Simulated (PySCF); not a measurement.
## Functional dependence of a UV spectrum

Species: BClH5PSi.
Atom-mapped SMILES: `[SiH3:1][PH:2][BH:3][Cl:4]` (hydrogens: H5, H6, H7 on Si1; H8 on P2; H9 on B3)

Linear-response calculations in the def2-SVPD basis (PySCF; singlets by full response, triplets Tamm–Dancoff, core orbitals frozen in the response; HF means time-dependent Hartree–Fock). 'Strongest' is the level of largest summed f among the singlets computed (10 roots, of which the last may lack a degenerate partner); it can jump between rows when another state enters that window. S1 is the lowest singlet of each run and needn't be the same state throughout; f(S1) is that of one state. One conformer (not necessarily the lowest) at the PBE0-D3(BJ)/def2-SVP geometry, without solvent, vibrations or thermal averaging.

```
functional                               kind  S1 (eV)  f(S1)  strongest (eV)  T1 (eV)  HOMO (eV)  gap (eV)  ionisation energy, ΔSCF (eV)
       LDA                                LDA     4.06  0.026            4.80     3.36      -6.57      3.61                          9.37
       PBE                                GGA     4.17  0.028            4.89     3.36      -6.49      3.73                          9.25
     B3LYP  global hybrid, 20% exact exchange     4.49  0.040            5.25     3.67      -7.34      5.31                          9.45
      PBE0  global hybrid, 25% exact exchange     4.55  0.038            5.33     3.66      -7.57      5.69                          9.46
 BHandHLYP  global hybrid, 50% exact exchange     4.90  0.047            5.75     4.01      -8.50      7.65                          9.46
 CAM-B3LYP             range-separated hybrid     4.69  0.041            5.49     3.85      -8.79      8.02                          9.55
   wB97X-D             range-separated hybrid     4.74  0.041            5.54     3.94      -9.35      9.28                          9.56
   LC-wPBE             range-separated hybrid     4.88  0.035            5.73     3.98     -10.12     10.40                          9.63
        HF                       Hartree–Fock     5.53  0.049            6.54     4.41      -9.97     11.52                   not settled
```

S1 runs from 4.06 eV (LDA) to 5.53 eV (HF), a spread of 1.47 eV, while the orbital gap spreads over 7.9 eV. Along PBE (0%), B3LYP (20%), PBE0 (25%), BHandHLYP (50%), HF (100%) S1 rises with the share of exact exchange. −ε(HOMO) comes closest to its own ΔSCF ionisation energy with wB97X-D (-0.21 eV) and misses most with LDA (-2.80 eV). 'Not settled' means that the ion's SCF failed to converge or may have ended in another state than the lowest.
